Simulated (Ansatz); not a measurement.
Cost and result up the ladder for Ga₆Sb₆H₁₈, a cluster cut from wurtzite GaSb (hydrogen-capped) (30 atoms). Charge 0, multiplicity 1. Geometry: PBE-D4/def2-SVP.

```xyz
30

Sb   -0.993   -1.704   -2.377
Ga   -1.580    0.938   -2.309
Ga   -3.199   -1.022    1.191
Sb   -2.437    1.356    0.155
Sb    0.978    1.825   -2.291
Ga   -0.834    3.214    1.293
Ga    0.370   -2.904   -0.369
Sb   -0.749   -1.968    1.834
Sb    2.646   -1.462   -0.631
Ga    2.673    1.221   -0.269
Ga    1.169   -0.732    3.285
Sb    1.243    1.602    1.921
H    -2.431   -2.583   -2.675
H    -0.223   -2.068   -3.872
H    -2.330    1.390   -3.622
H    -3.700   -1.897   -0.034
H    -4.019   -0.772    2.514
H    -3.898    2.181   -0.225
H     1.723    1.412   -3.787
H     0.981    3.520   -2.532
H    -0.328    4.142    0.109
H    -1.505    3.733    2.621
H     0.623   -4.429   -0.683
H    -1.030   -3.468    2.629
H     3.367   -1.827   -2.151
H     3.865   -2.166    0.341
H     4.111    1.817   -0.531
H     0.625   -0.464    4.740
H     2.526   -1.482    2.948
H     2.355    2.598    2.776
```

Ansatz on 2 threads of AMD EPYC 7R13 on a shared host and a share (18 GiB) of an NVIDIA H100 80GB HBM3. Times are rough, and most runs start from the orbitals of an earlier one. r2SCAN0-D4/def2-TZVP serves as the yardstick here, not as an exact answer. Differences are given only for rows in sets of like size (and for xTB, whose basis is part of the method), since another set adds its own error. Binding counts from free atoms at the same level (Sb quartet, Ga doublet, H doublet; other spins of the atoms weren't run), without zero-point energy or a counterpoise term.

In the def2 sets Sb takes a core potential; there is no spin–orbit coupling. Correlated methods freeze 78 core orbitals; core or outer-core shells of Sb, Ga are correlated, in sets that lack core-valence functions. The rows differ in basis, and correlated rows in double-zeta sets carry the largest basis error. Single mean-field runs in def2-SVP, def2-TZVP are fitted with def2-universal-jkfit.

Correlated methods converge slowly with the basis, most of all in double-zeta sets.

```
                          level  functions  wall time
                PBE-D4/def2-SVP        438       12 s
            r2SCAN-D4/def2-TZVP        696       16 s
               PBE0-D4/def2-SVP        438       16 s
                   MP2/def2-SVP        438       17 s
           r2SCAN0-D4/def2-TZVP        696       18 s
              BLYP-D4/def2-TZVP        696       20 s
 PBE-D4/def2-TZVP (with forces)        696       20 s
PBE0-D4/def2-TZVP (with forces)        696       23 s
               B97M-V/def2-TZVP        696       26 s
```

**Question.** Estimate what each level gives for the binding energy per atom (eV).

**Answer.** 
| level | binding energy per atom (eV) | difference from r2SCAN0-D4/def2-TZVP (eV) |
| --- | --- | --- |
| PBE-D4/def2-SVP | 2.35 | – |
| r2SCAN-D4/def2-TZVP | 2.35 | 0.02 |
| PBE0-D4/def2-SVP | 2.34 | – |
| MP2/def2-SVP | 2.11 | – |
| r2SCAN0-D4/def2-TZVP | 2.34 | 0.00 |
| BLYP-D4/def2-TZVP | 2.33 | 0.00 |
| PBE-D4/def2-TZVP (with forces) | 2.35 | 0.02 |
| PBE0-D4/def2-TZVP (with forces) | 2.34 | 0.01 |
| B97M-V/def2-TZVP | 2.39 | 0.05 |
